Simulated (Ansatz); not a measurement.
```yaml
crystal:
  periodic: [false, false, false]
  atoms:
    - {symbol: O, position_ang: [-0.867042, 0.308479, -1.725141]}
    - {symbol: Si, position_ang: [0.136662, 0.113299, -0.469694]}
    - {symbol: O, position_ang: [1.586385, -0.095020, -1.160015]}
    - {symbol: C, position_ang: [-0.329740, -0.425391, 1.175030]}
    - {symbol: O, position_ang: [-0.022295, 1.034071, 0.870333]}
    - {symbol: H, position_ang: [-1.770707, 0.553720, -1.520769]}
    - {symbol: H, position_ang: [2.342400, -0.135257, -0.572369]}
    - {symbol: H, position_ang: [0.375102, -0.841317, 1.892808]}
    - {symbol: H, position_ang: [-1.362264, -0.558887, 1.492816]}
basis:
  gaussian: {orbitals: def2-TZVPP}
total_charge: 1
magnetization: {spin_polarized: true, initial_magnetization: 1}
hamiltonian: {xc: {name: B2GP-PLYP}}
output: {forces: true}
```

```sh
$ ansatz run in.yaml --threads 2 --pin off --events-out ev --progress --plain --max-ram 4352MiB
```

Output, abridged:

```
Functional definition: B2GP-PLYP
1356 factors; integrals over basis functions are off by at most 9.3e-4 eV
mean field evaluation 1: about -15083.5680 eV, gradient 6.1e1 eV
mean field evaluation 2: about -15083.8173 eV, gradient 6.1e1 eV
mean field evaluation 4: about -15095.3216 eV, gradient 6.1e0 eV
mean field evaluation 8: about -15095.5437 eV, gradient 1.2e0 eV
mean field evaluation 16: about -15095.5634 eV, gradient 8.5e-3 eV
mean field evaluation 32: about -15095.5634 eV, gradient 8.5e-6 eV
mean field -15095.56344690 eV, -554.7517245332 hartree, gradient 8.5e-6 eV, S^2 0.764988; 2 other end points of the search recorded, 0 dependent functions left out
9 core orbitals not correlated: weight in the atoms' cores, before any rotation towards them, 1.000 or more for the frozen orbitals, at most 0.000 for the correlated occupied ones
reference -15095.56355682 eV, -554.7517285725 hartree; 15, 14 occupied and 198, 199 virtual orbitals, 1356 factors
second order -30.13818976 eV of doubles, -0.00000000 eV of singles
Total energy: -15106.41330513 eV, -555.1504494688 hartree
Atom 0 at    -0.867042     0.308479    -1.725141 Å, force     0.483782    -0.537109     1.563162 eV/Å
Atom 1 at     0.136662     0.113299    -0.469694 Å, force     1.877623     2.103029    -6.681728 eV/Å
Atom 2 at     1.586385    -0.095020    -1.160015 Å, force    -1.241510    -0.258962     1.168740 eV/Å
Atom 3 at    -0.329740    -0.425391     1.175030 Å, force    -0.773935     2.237652     4.941547 eV/Å
Atom 4 at    -0.022295     1.034071     0.870333 Å, force    -0.655138    -2.977870     0.750103 eV/Å
Atom 5 at    -1.770707     0.553720    -1.520769 Å, force    -0.350929     0.089219    -0.269264 eV/Å
Atom 6 at     2.342400    -0.135257    -0.572369 Å, force     0.442829    -0.039272    -0.088371 eV/Å
Atom 7 at     0.375102    -0.841317     1.892808 Å, force     0.338951    -0.345710    -0.639262 eV/Å
Atom 8 at    -1.362264    -0.558887     1.492816 Å, force    -0.121672    -0.270977    -0.744927 eV/Å
Dipole moment:    -0.256469    -0.413575     0.825201 e Å
```

It took 49 s on 2 threads of an Arm Neoverse V1 on a shared host, with 1.1 GiB of host memory at the peak.
